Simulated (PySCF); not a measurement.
## Electronic structure of Mn (manganese, neutral) at the UHF level

Configuration: [Ar] 3d4 4s2 4p1, one real determinant (an excited configuration). All numbers are calculated (PySCF 2.14, scalar relativity by spin-free X2C-1e, in aug-cc-pwCVTZ-DK with one added diffuse shell each of s, p, d, f, g type (11s10p8d5f4g, 152 functions)).

| Quantity | Value |
| --- | --- |
| Total energy | -1157.099815 hartree |
| One-electron energy | -1588.3364 hartree |
| Hartree (Coulomb) energy | 482.4136 hartree |
| Exchange energy | -51.1770 hartree |
| ⟨S²⟩ | 8.8409 |
| ⟨L²⟩ | 8.235 |
| Sum of ⟨r⟩ | 23.07 bohr |
| Sum of ⟨r²⟩ | 50.11 bohr² |
| Traceless quadrupole moment −½Σ⟨3z² − r²⟩ along its main axis | -6.98 e·bohr² |
| Langevin diamagnetic susceptibility | -39.7 ×10⁻⁶ cm³/mol |

```csv
shell,electrons,mean orbital energy (hartree),spread (hartree),"rms radius, mean of both spins (bohr)"
1s α,1,-242.77488,0,0.0703
1s β,1,-242.77385,0,0.0703
2s α,1,-29.91425,0,0.302
2s β,1,-29.79855,0,0.302
2p α,3,-25.26502,0.00150,0.273
2p β,3,-25.15012,0.03237,0.273
3s α,1,-4.34326,0,0.905
3s β,1,-3.99492,0,0.905
3p α,3,-2.96962,0.04998,0.971
3p β,3,-2.54843,0.06220,0.971
3d α,4,-0.89182,0.04751,1.19
4s α,1,-0.39481,0,3.15
4s β,1,-0.30129,0,3.15
4p α,1,-0.20078,0,4.08
```

⟨L²⟩ = 8.23 against 12 for a pure F term, so this real determinant mixes terms. ⟨S²⟩ = 8.84 against 8.75 shows spin contamination.

Densities and radii are taken from the X2C orbitals without a picture-change correction, which distorts them close to the nucleus.

Spin-orbit constants ζ (cm⁻¹) from the X2C one-electron operator on these orbitals: bare nucleus, nucleus screened by l(l+1)(2l+1)/3 electrons, and screened by the Breit-Pauli mean field of the electrons.

| shell | bare | screened nucleus | mean field |
| --- | --- | --- | --- |
| 2p | 59320 | 54580 | n/a |
| 3p | 7218 | 6640 | n/a |
| 3d | 672.2 | 403.3 | n/a |
| 4p | 298.6 | 274.7 | n/a |

To first order the Landé constant is A = 72.09 cm⁻¹, so the lowest level has J = 1/2 and lies 0.0894 eV below the centre of the term. This holds in LS coupling only.
